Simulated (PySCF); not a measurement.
## B2PLYP on Co (cobalt, neutral)

Configuration: [Ar] 3d6 4s2 4p1, one real determinant (an excited configuration). Computed with PySCF 2.14 in def2-QZVPPD (11s6p5d4f2g, 100 functions), with no relativity, point nucleus.

```json
{
 "Total energy, PT2 part included": "-1382.208 hartree",
 "One-electron energy": "-1905.991 hartree",
 "Hartree (Coulomb) energy": "582.543 hartree",
 "Exchange-correlation energy": "-58.696 hartree",
 "Kinetic energy": "1380.57502 hartree",
 "PT2 correlation before scaling by 0.27": "-0.23559 hartree",
 "⟨S²⟩": "8.7601",
 "⟨L²⟩": "8.055",
 "Sum of ⟨r⟩": "23.10 bohr",
 "Sum of ⟨r²⟩": "45.29 bohr²",
 "Traceless quadrupole moment −½Σ⟨3z² − r²⟩ along its main axis": "-5.76 e·bohr²",
 "Density at the nucleus (Gaussians lack the cusp)": "13300 bohr⁻³",
 "Spin density at the nucleus": "-0.195 bohr⁻³",
 "Langevin diamagnetic susceptibility": "-35.9 ×10⁻⁶ cm³/mol",
 "Time after the integrals": "of the order of 8 core-seconds"
}
```

```csv
shell,electrons,mean orbital energy (hartree),spread (hartree),"rms radius, mean of both spins (bohr)"
1s α,1,-280.21815,0,0.0659
1s β,1,-280.21479,0,0.0659
2s α,1,-34.13336,0,0.280
2s β,1,-34.01642,0,0.280
2p α,3,-29.60582,0.03970,0.250
2p β,3,-29.49866,0.00729,0.250
3s α,1,-4.55305,0,0.834
3s β,1,-4.26766,0,0.834
3p α,3,-3.15666,0.07489,0.882
3p β,3,-2.83107,0.03165,0.882
3d α,5,-0.85032,0.08193,1.08
3d β,1,-0.67503,0,1.08
4s α,1,-0.36097,0,2.94
4s β,1,-0.29710,0,2.94
4p α,1,-0.16702,0,3.80
```

⟨L²⟩ = 8.06 against 12 for a pure F term, so this real determinant mixes terms.

The orbital energies are those of the SCF part of the double hybrid.
